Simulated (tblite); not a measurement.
Record of a relaxation.

Species: C6H9BP (doublet state).
SMILES with atom numbers: `[H]/[C:1]=[CH:2]\[B:3]([PH2:4])[C:5]1=[CH:6][CH2:7][CH2:8]1` (hydrogens: H9 on C1; H10 on C2; H11, H12 on P4; H13 on C6; H14, H15 on C7; H16, H17 on C8)
Bond orders are those of one Lewis drawing.

Computed with GFN2-xTB (tblite), gas phase: L-BFGS steps from a force-field or distance-geometry start until the largest atomic force falls under 0.01 eV/Å. 11 of its 125 geometries are shown.

Step 0: E = -569.9330 eV, largest atomic force 3.429 eV/Å
```
atom  x, y, z in Å  |  force x, y, z in eV/Å
C1     -3.072   -1.424    0.279    0.558   1.209   0.436
C2     -1.807   -1.323   -0.072   -0.815  -0.018  -0.003
B3     -1.087    0.030    0.220    0.801   0.708  -1.221
P4     -1.933    1.761    0.090   -0.522   0.123   0.864
C5      0.467   -0.006    0.320   -3.332  -0.529   0.614
C6      1.410    0.697   -0.261    0.738   1.653  -1.001
C7      2.487   -0.051    0.431    2.507   1.600  -0.562
C8      1.422   -0.841    1.082   -1.361  -1.933   1.639
H9     -3.582   -0.557    0.741   -0.160  -0.907  -0.362
H10    -1.264   -2.150   -0.512    0.025   0.041   0.090
H11    -2.224    2.158   -1.256    0.801  -0.282   0.864
H12    -0.990    2.730    0.655   -0.437  -0.871  -1.205
H13     1.378    1.526   -0.964    0.178  -0.290   0.178
H14     3.044    0.608    1.144    0.067  -0.651  -0.646
H15     3.133   -0.541   -0.309    0.210  -0.094   0.650
H16     1.371   -1.929    0.884    0.174   0.486   0.075
H17     1.240   -0.677    2.166    0.567  -0.246  -0.409
```

Step 12: E = -570.8657 eV, largest atomic force 0.174 eV/Å
```
atom  x, y, z in Å  |  force x, y, z in eV/Å
C1     -3.015   -1.342    0.386   -0.042  -0.060  -0.082
C2     -1.847   -1.253   -0.165    0.043   0.031   0.166
B3     -1.092    0.101    0.080    0.015  -0.033  -0.064
P4     -2.073    1.740    0.217   -0.056  -0.057  -0.013
C5      0.415    0.047    0.323   -0.046   0.061   0.058
C6      1.417    0.751   -0.239    0.104   0.098   0.002
C7      2.519   -0.004    0.436   -0.007  -0.079   0.046
C8      1.385   -0.829    1.101    0.030  -0.034   0.000
H9     -3.739   -0.635    0.729   -0.059  -0.008   0.066
H10    -1.294   -2.121   -0.500   -0.042   0.021  -0.065
H11    -2.107    2.066   -1.129   -0.054  -0.096  -0.026
H12    -0.995    2.567    0.448    0.140   0.092   0.009
H13     1.429    1.543   -0.969    0.059  -0.014   0.029
H14     3.134    0.578    1.128   -0.036  -0.079  -0.112
H15     3.163   -0.582   -0.232   -0.018   0.098   0.084
H16     1.367   -1.888    0.842    0.005   0.061  -0.013
H17     1.325   -0.726    2.185   -0.038  -0.003  -0.086
```

Step 25: E = -570.9005 eV, largest atomic force 0.114 eV/Å
```
atom  x, y, z in Å  |  force x, y, z in eV/Å
C1     -3.071   -1.365    0.355    0.007   0.019   0.072
C2     -1.870   -1.224   -0.113    0.012  -0.015  -0.010
B3     -1.077    0.111    0.113   -0.015   0.074  -0.016
P4     -2.048    1.754    0.240    0.088   0.031  -0.019
C5      0.438    0.080    0.312   -0.008   0.066  -0.037
C6      1.458    0.788   -0.217    0.029   0.002   0.041
C7      2.536   -0.002    0.452    0.000  -0.058   0.024
C8      1.387   -0.824    1.079   -0.112  -0.022  -0.008
H9     -3.799   -0.715    0.792   -0.017   0.008  -0.024
H10    -1.342   -2.076   -0.526    0.039  -0.003  -0.027
H11    -2.173    1.943   -1.128   -0.076  -0.015   0.013
H12    -0.945    2.594    0.331   -0.041  -0.023  -0.044
H13     1.521    1.590   -0.933   -0.059   0.006   0.021
H14     3.163    0.542    1.155   -0.003   0.043   0.035
H15     3.178   -0.568   -0.221    0.049  -0.028  -0.051
H16     1.343   -1.870    0.790    0.065  -0.076  -0.021
H17     1.294   -0.745    2.159    0.040  -0.010   0.052
```

Step 37: E = -570.9469 eV, largest atomic force 0.271 eV/Å
```
atom  x, y, z in Å  |  force x, y, z in eV/Å
C1     -3.042   -1.354    0.404    0.020   0.102  -0.014
C2     -1.866   -1.156   -0.102    0.090  -0.087   0.051
B3     -1.048    0.174    0.105   -0.208  -0.067   0.027
P4     -1.980    1.823    0.231    0.079   0.025  -0.232
C5      0.460    0.082    0.333   -0.102   0.012   0.012
C6      1.491    0.808   -0.142    0.034   0.104   0.047
C7      2.556   -0.027    0.488    0.059  -0.089   0.078
C8      1.392   -0.885    1.045    0.029  -0.058   0.034
H9     -3.808   -0.759    0.850    0.005   0.048   0.014
H10    -1.320   -1.990   -0.527    0.031  -0.060  -0.061
H11    -2.531    1.849   -1.055    0.096  -0.008   0.253
H12    -0.907    2.652   -0.079   -0.127  -0.051  -0.036
H13     1.543    1.672   -0.781    0.054   0.020  -0.047
H14     3.164    0.476    1.238   -0.022   0.034   0.050
H15     3.226   -0.544   -0.198   -0.030  -0.029  -0.064
H16     1.365   -1.917    0.702   -0.013   0.014  -0.134
H17     1.298   -0.892    2.129    0.003   0.089   0.020
```

Step 50: E = -570.9815 eV, largest atomic force 0.127 eV/Å
```
atom  x, y, z in Å  |  force x, y, z in eV/Å
C1     -3.005   -1.320    0.438   -0.020   0.038   0.004
C2     -1.835   -1.148   -0.088   -0.009  -0.021  -0.015
B3     -1.035    0.194    0.100    0.048   0.008   0.010
P4     -1.908    1.867    0.200   -0.088  -0.011  -0.091
C5      0.471    0.113    0.360    0.018  -0.026  -0.046
C6      1.520    0.855   -0.055   -0.002  -0.014   0.016
C7      2.564   -0.040    0.535   -0.003   0.022  -0.008
C8      1.383   -0.915    1.016   -0.025  -0.005  -0.034
H9     -3.752   -0.708    0.891   -0.014   0.057   0.039
H10    -1.313   -1.987   -0.535    0.063  -0.009   0.003
H11    -2.758    1.768   -0.893    0.027  -0.023   0.060
H12    -0.959    2.621   -0.469   -0.003  -0.035   0.037
H13     1.605    1.739   -0.665    0.003  -0.012   0.049
H14     3.166    0.403    1.327    0.026   0.002  -0.008
H15     3.221   -0.519   -0.191    0.025   0.007   0.025
H16     1.343   -1.907    0.571   -0.010  -0.002   0.002
H17     1.285   -1.003    2.098   -0.036   0.024  -0.045
```

Step 62: E = -570.9937 eV, largest atomic force 0.078 eV/Å
```
atom  x, y, z in Å  |  force x, y, z in eV/Å
C1     -2.982   -1.266    0.475    0.007   0.016   0.025
C2     -1.820   -1.148   -0.084   -0.005  -0.024   0.009
B3     -1.018    0.195    0.070   -0.053  -0.012  -0.006
P4     -1.922    1.849    0.182    0.019   0.007  -0.020
C5      0.487    0.113    0.317   -0.024   0.017  -0.017
C6      1.546    0.877   -0.024   -0.004  -0.009  -0.002
C7      2.570   -0.047    0.552    0.010   0.013   0.015
C8      1.373   -0.935    0.970    0.005   0.028  -0.020
H9     -3.690   -0.596    0.916   -0.007  -0.002  -0.004
H10    -1.304   -2.004   -0.502   -0.017  -0.019   0.003
H11    -2.840    1.687   -0.840    0.001  -0.004  -0.024
H12    -1.023    2.574   -0.577   -0.024   0.046   0.012
H13     1.647    1.800   -0.570    0.009  -0.015   0.005
H14     3.157    0.362    1.373    0.037  -0.012   0.012
H15     3.241   -0.503   -0.177    0.018   0.011   0.025
H16     1.346   -1.922    0.512   -0.004   0.020   0.025
H17     1.224   -1.023    2.046    0.034  -0.059  -0.039
```

Step 74: E = -571.0002 eV, largest atomic force 0.044 eV/Å
```
atom  x, y, z in Å  |  force x, y, z in eV/Å
C1     -2.973   -1.233    0.524    0.004   0.014  -0.007
C2     -1.823   -1.157   -0.067    0.008  -0.004   0.004
B3     -1.009    0.188    0.034   -0.003  -0.013   0.012
P4     -1.944    1.824    0.147   -0.010   0.043  -0.003
C5      0.497    0.112    0.294   -0.008  -0.001   0.011
C6      1.562    0.886   -0.005   -0.009   0.010  -0.015
C7      2.580   -0.046    0.570   -0.015   0.006  -0.003
C8      1.378   -0.948    0.939   -0.007  -0.009  -0.005
H9     -3.671   -0.537    0.939    0.003  -0.007   0.018
H10    -1.331   -2.038   -0.460    0.011   0.006   0.010
H11    -2.860    1.655   -0.878    0.018  -0.004  -0.015
H12    -1.083    2.619   -0.587    0.008  -0.022  -0.001
H13     1.673    1.821   -0.527   -0.001   0.017  -0.007
H14     3.154    0.343    1.411   -0.019  -0.006   0.006
H15     3.270   -0.479   -0.155   -0.007   0.003   0.008
H16     1.361   -1.922    0.454    0.018  -0.007  -0.010
H17     1.212   -1.074    2.007    0.007  -0.025  -0.004
```

Step 87: E = -571.0073 eV, largest atomic force 0.052 eV/Å
```
atom  x, y, z in Å  |  force x, y, z in eV/Å
C1     -2.951   -1.191    0.621    0.002   0.007   0.003
C2     -1.821   -1.142   -0.007   -0.006  -0.016   0.007
B3     -1.010    0.203    0.040   -0.001   0.040  -0.011
P4     -1.963    1.838    0.065    0.027  -0.007  -0.021
C5      0.494    0.118    0.296    0.017  -0.001  -0.027
C6      1.561    0.910    0.048   -0.002  -0.003   0.001
C7      2.572   -0.042    0.601    0.004  -0.001  -0.001
C8      1.375   -0.986    0.863    0.020   0.005   0.006
H9     -3.629   -0.470    1.027   -0.023  -0.011   0.019
H10    -1.332   -2.033   -0.377    0.000  -0.052  -0.007
H11    -2.859    1.583   -0.961    0.016   0.022   0.004
H12    -1.107    2.597   -0.712    0.011  -0.017   0.001
H13     1.680    1.867   -0.431   -0.023   0.021   0.032
H14     3.089    0.307    1.496   -0.010  -0.011  -0.009
H15     3.312   -0.414   -0.108   -0.008   0.011  -0.008
H16     1.391   -1.900    0.272   -0.018   0.005   0.006
H17     1.193   -1.235    1.906   -0.004   0.007   0.005
```

Step 99: E = -571.0150 eV, largest atomic force 0.073 eV/Å
```
atom  x, y, z in Å  |  force x, y, z in eV/Å
C1     -2.931   -1.168    0.727   -0.021   0.001   0.015
C2     -1.831   -1.151    0.049    0.036   0.001   0.015
B3     -1.015    0.196    0.014    0.003  -0.027   0.002
P4     -1.924    1.851   -0.036   -0.024   0.018   0.045
C5      0.487    0.118    0.281   -0.002  -0.031  -0.059
C6      1.543    0.946    0.119   -0.010  -0.006   0.006
C7      2.558   -0.031    0.621   -0.010   0.015  -0.015
C8      1.373   -1.012    0.778   -0.011   0.007   0.024
H9     -3.607   -0.449    1.135   -0.004   0.014  -0.004
H10    -1.355   -2.063   -0.288   -0.010   0.014  -0.019
H11    -2.842    1.584   -1.035   -0.016  -0.005  -0.037
H12    -1.053    2.539   -0.856    0.020   0.011  -0.020
H13     1.647    1.949   -0.259   -0.002  -0.013   0.022
H14     3.036    0.260    1.557    0.025  -0.023  -0.005
H15     3.326   -0.335   -0.089    0.002   0.024  -0.021
H16     1.406   -1.883    0.126    0.038   0.018  -0.020
H17     1.174   -1.339    1.795   -0.013  -0.017   0.070
```

Step 112: E = -571.0186 eV, largest atomic force 0.053 eV/Å
```
atom  x, y, z in Å  |  force x, y, z in eV/Å
C1     -2.934   -1.146    0.789    0.043   0.013  -0.019
C2     -1.845   -1.154    0.090   -0.053  -0.005  -0.004
B3     -1.020    0.183    0.004   -0.022  -0.003  -0.002
P4     -1.918    1.845   -0.096    0.004  -0.008  -0.014
C5      0.483    0.104    0.269   -0.012   0.006   0.017
C6      1.522    0.963    0.175    0.002  -0.010  -0.016
C7      2.551   -0.019    0.635    0.003  -0.007  -0.011
C8      1.383   -1.029    0.734    0.015  -0.004  -0.002
H9     -3.589   -0.406    1.197   -0.003   0.007  -0.002
H10    -1.391   -2.079   -0.245    0.001   0.009   0.004
H11    -2.810    1.572   -1.120    0.006  -0.016   0.012
H12    -1.020    2.510   -0.910    0.001   0.001   0.005
H13     1.605    1.988   -0.145    0.017  -0.005   0.021
H14     3.034    0.227    1.581   -0.016  -0.004  -0.007
H15     3.319   -0.276   -0.095    0.001   0.027  -0.006
H16     1.453   -1.868    0.044   -0.007  -0.001  -0.003
H17     1.169   -1.403    1.733    0.018   0.001   0.028
```

Step 124: E = -571.0206 eV, largest atomic force 0.009 eV/Å
```
atom  x, y, z in Å  |  force x, y, z in eV/Å
C1     -2.937   -1.111    0.811   -0.007   0.000   0.003
C2     -1.863   -1.155    0.093    0.002   0.002  -0.002
B3     -1.022    0.172    0.008    0.003  -0.003   0.004
P4     -1.911    1.836   -0.131   -0.001   0.001  -0.003
C5      0.478    0.093    0.291    0.005   0.003  -0.003
C6      1.505    0.969    0.217   -0.002   0.002   0.001
C7      2.551   -0.013    0.634    0.001   0.003  -0.002
C8      1.397   -1.040    0.719   -0.002   0.004   0.002
H9     -3.571   -0.354    1.220    0.000   0.000  -0.002
H10    -1.431   -2.089   -0.242    0.001   0.001   0.001
H11    -2.798    1.534   -1.151   -0.001   0.002   0.000
H12    -1.010    2.482   -0.957   -0.002  -0.004   0.002
H13     1.576    2.008   -0.058   -0.004  -0.002   0.000
H14     3.045    0.211    1.579   -0.002  -0.009   0.002
H15     3.311   -0.230   -0.117    0.006  -0.004  -0.001
H16     1.468   -1.864    0.010   -0.001   0.005   0.001
H17     1.203   -1.437    1.713    0.005   0.003  -0.002
```

Q: Summarise the path.

A: The energy falls by 25.08 kcal/mol from step 0 to step 124; nine tenths of that is first reached at step 29. It rises by more than 0.2 meV at step 38. The largest force goes from 3.429 to 0.009 eV/Å. Among the bonds P4–H12 changes most, from 1.465 to 1.382 Å; the atoms move by 0.688 Å rms after alignment.

Q: Follow the three bonds and two angles with the largest change from start to end.

A: 
```json
{"step": "0", "E above end (kcal/mol)": "25.08", "largest force (eV/Å)": "3.429", "P4–H12 (Å)": "1.465", "C7–C8 (Å)": "1.477", "P4–H11 (Å)": "1.434", "C2–C1–H9 (°)": "119.6", "B3–P4–H11 (°)": "113.6"}
{"step": "5", "E above end (kcal/mol)": "5.07", "largest force (eV/Å)": "0.552", "P4–H12 (Å)": "1.379", "C7–C8 (Å)": "1.556", "P4–H11 (Å)": "1.381", "C2–C1–H9 (°)": "131.4", "B3–P4–H11 (°)": "99.3"}
{"step": "11", "E above end (kcal/mol)": "3.69", "largest force (eV/Å)": "0.210", "P4–H12 (Å)": "1.379", "C7–C8 (Å)": "1.550", "P4–H11 (Å)": "1.386", "C2–C1–H9 (°)": "134.1", "B3–P4–H11 (°)": "98.6"}
{"step": "16", "E above end (kcal/mol)": "3.21", "largest force (eV/Å)": "0.152", "P4–H12 (Å)": "1.390", "C7–C8 (Å)": "1.545", "P4–H11 (Å)": "1.388", "C2–C1–H9 (°)": "135.5", "B3–P4–H11 (°)": "97.4"}
{"step": "22", "E above end (kcal/mol)": "2.87", "largest force (eV/Å)": "0.088", "P4–H12 (Å)": "1.385", "C7–C8 (Å)": "1.550", "P4–H11 (Å)": "1.385", "C2–C1–H9 (°)": "135.0", "B3–P4–H11 (°)": "95.6"}
{"step": "27", "E above end (kcal/mol)": "2.62", "largest force (eV/Å)": "0.175", "P4–H12 (Å)": "1.387", "C7–C8 (Å)": "1.544", "P4–H11 (Å)": "1.388", "C2–C1–H9 (°)": "136.7", "B3–P4–H11 (°)": "95.2"}
{"step": "32", "E above end (kcal/mol)": "2.26", "largest force (eV/Å)": "0.164", "P4–H12 (Å)": "1.387", "C7–C8 (Å)": "1.548", "P4–H11 (Å)": "1.382", "C2–C1–H9 (°)": "138.2", "B3–P4–H11 (°)": "94.9"}
{"step": "38", "E above end (kcal/mol)": "1.74", "largest force (eV/Å)": "0.341", "P4–H12 (Å)": "1.367", "C7–C8 (Å)": "1.550", "P4–H11 (Å)": "1.381", "C2–C1–H9 (°)": "136.5", "B3–P4–H11 (°)": "100.8"}
{"step": "43", "E above end (kcal/mol)": "1.17", "largest force (eV/Å)": "0.135", "P4–H12 (Å)": "1.388", "C7–C8 (Å)": "1.548", "P4–H11 (Å)": "1.385", "C2–C1–H9 (°)": "138.5", "B3–P4–H11 (°)": "101.1"}
{"step": "49", "E above end (kcal/mol)": "0.94", "largest force (eV/Å)": "0.124", "P4–H12 (Å)": "1.383", "C7–C8 (Å)": "1.546", "P4–H11 (Å)": "1.387", "C2–C1–H9 (°)": "137.2", "B3–P4–H11 (°)": "100.1"}
{"step": "54", "E above end (kcal/mol)": "0.77", "largest force (eV/Å)": "0.125", "P4–H12 (Å)": "1.385", "C7–C8 (Å)": "1.548", "P4–H11 (Å)": "1.379", "C2–C1–H9 (°)": "135.9", "B3–P4–H11 (°)": "100.4"}
{"step": "59", "E above end (kcal/mol)": "0.66", "largest force (eV/Å)": "0.085", "P4–H12 (Å)": "1.382", "C7–C8 (Å)": "1.547", "P4–H11 (Å)": "1.386", "C2–C1–H9 (°)": "136.1", "B3–P4–H11 (°)": "99.6"}
{"step": "65", "E above end (kcal/mol)": "0.57", "largest force (eV/Å)": "0.069", "P4–H12 (Å)": "1.382", "C7–C8 (Å)": "1.546", "P4–H11 (Å)": "1.383", "C2–C1–H9 (°)": "135.7", "B3–P4–H11 (°)": "100.1"}
{"step": "70", "E above end (kcal/mol)": "0.50", "largest force (eV/Å)": "0.058", "P4–H12 (Å)": "1.382", "C7–C8 (Å)": "1.547", "P4–H11 (Å)": "1.385", "C2–C1–H9 (°)": "135.9", "B3–P4–H11 (°)": "100.0"}
{"step": "75", "E above end (kcal/mol)": "0.47", "largest force (eV/Å)": "0.050", "P4–H12 (Å)": "1.383", "C7–C8 (Å)": "1.547", "P4–H11 (Å)": "1.385", "C2–C1–H9 (°)": "136.0", "B3–P4–H11 (°)": "100.2"}
{"step": "81", "E above end (kcal/mol)": "0.39", "largest force (eV/Å)": "0.059", "P4–H12 (Å)": "1.380", "C7–C8 (Å)": "1.547", "P4–H11 (Å)": "1.384", "C2–C1–H9 (°)": "137.2", "B3–P4–H11 (°)": "99.4"}
{"step": "86", "E above end (kcal/mol)": "0.31", "largest force (eV/Å)": "0.053", "P4–H12 (Å)": "1.383", "C7–C8 (Å)": "1.547", "P4–H11 (Å)": "1.386", "C2–C1–H9 (°)": "135.4", "B3–P4–H11 (°)": "99.0"}
{"step": "92", "E above end (kcal/mol)": "0.24", "largest force (eV/Å)": "0.092", "P4–H12 (Å)": "1.382", "C7–C8 (Å)": "1.547", "P4–H11 (Å)": "1.384", "C2–C1–H9 (°)": "135.9", "B3–P4–H11 (°)": "99.0"}
{"step": "97", "E above end (kcal/mol)": "0.16", "largest force (eV/Å)": "0.073", "P4–H12 (Å)": "1.382", "C7–C8 (Å)": "1.548", "P4–H11 (Å)": "1.384", "C2–C1–H9 (°)": "137.3", "B3–P4–H11 (°)": "99.7"}
{"step": "102", "E above end (kcal/mol)": "0.08", "largest force (eV/Å)": "0.036", "P4–H12 (Å)": "1.382", "C7–C8 (Å)": "1.546", "P4–H11 (Å)": "1.384", "C2–C1–H9 (°)": "136.7", "B3–P4–H11 (°)": "99.6"}
{"step": "108", "E above end (kcal/mol)": "0.06", "largest force (eV/Å)": "0.027", "P4–H12 (Å)": "1.382", "C7–C8 (Å)": "1.547", "P4–H11 (Å)": "1.384", "C2–C1–H9 (°)": "136.7", "B3–P4–H11 (°)": "100.0"}
{"step": "113", "E above end (kcal/mol)": "0.04", "largest force (eV/Å)": "0.042", "P4–H12 (Å)": "1.383", "C7–C8 (Å)": "1.547", "P4–H11 (Å)": "1.385", "C2–C1–H9 (°)": "136.8", "B3–P4–H11 (°)": "99.8"}
{"step": "119", "E above end (kcal/mol)": "0.01", "largest force (eV/Å)": "0.033", "P4–H12 (Å)": "1.382", "C7–C8 (Å)": "1.547", "P4–H11 (Å)": "1.384", "C2–C1–H9 (°)": "136.8", "B3–P4–H11 (°)": "99.4"}
{"step": "124", "E above end (kcal/mol)": "0.00", "largest force (eV/Å)": "0.009", "P4–H12 (Å)": "1.382", "C7–C8 (Å)": "1.547", "P4–H11 (Å)": "1.385", "C2–C1–H9 (°)": "136.8", "B3–P4–H11 (°)": "99.4"}
```

What follows is the cost of the whole relaxation. The run took 0.84 s wall on one thread of an Arm Neoverse V2, no GPU, shared host.
